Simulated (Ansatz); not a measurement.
Breaking a bond: OBe, singlet.

Methods: RKS-PBE = restricted PBE/cc-pVDZ (Ansatz, an electronic-structure program); UKS-PBE = unrestricted PBE/cc-pVDZ in Ansatz; RKS-B3LYP = restricted B3LYP/cc-pVDZ run with Ansatz; FCI = full CI/cc-pVDZ, frozen core run with Ansatz.

Energies relative to the lowest point of each curve between 1.17 and 1.62 Å, where full CI is lowest, in kcal/mol; the last columns give the error against full CI:

```csv
R / Å,RKS-PBE,UKS-PBE,RKS-B3LYP,FCI,RKS-PBE − FCI,UKS-PBE − FCI,RKS-B3LYP − FCI
1.17,25.9,25.9,22.1,27.9,-2.0,-2.0,-5.8
1.26,5.8,5.8,4.0,6.7,-0.9,-0.9,-2.7
1.34,0.0,0.0,0.0,0.0,0.0,0.0,0.0
1.41,1.0,1.0,2.5,0.2,0.9,0.9,2.3
1.47,4.9,4.9,7.6,3.3,1.7,1.6,4.3
1.52,9.6,9.4,13.2,7.2,2.4,2.2,6.0
1.57,15.3,14.7,19.7,12.1,3.2,2.6,7.6
1.62,21.6,20.3,26.7,17.6,4.0,2.7,9.1
1.69,31.1,28.1,37.1,25.9,5.2,2.2,11.2
```

RKS-PBE is furthest from FCI at 1.69 (5.2 kcal/mol, above); its mean absolute error over the points is 2.2 kcal/mol.

UKS-PBE is furthest from FCI at 1.62 (2.7 kcal/mol, above); its mean absolute error over the points is 1.7 kcal/mol.

RKS-B3LYP is furthest from FCI at 1.69 (11.2 kcal/mol, above); its mean absolute error over the points is 5.4 kcal/mol.

The scan ran from 1.17 to 5.46 Å; beyond the distances shown full CI changes its symmetry label. The restricted form behind RKS-PBE, RKS-B3LYP keeps the bonding electrons paired and can't separate into open-shell fragments. The unrestricted determinant behind UKS-PBE is spin-contaminated at 1.47 to 1.69 Å (<S²> up to 0.6, against 0.00 for a pure singlet). Also computed but left out beside FCI, since their determinant holds another spin at the minimum (<S²> over 0.7 above the pure value): UHF, UMP2, UCCSD, UCCSD(T), UCCSDT, UCCSDT(Q), UHF/6-31G*.
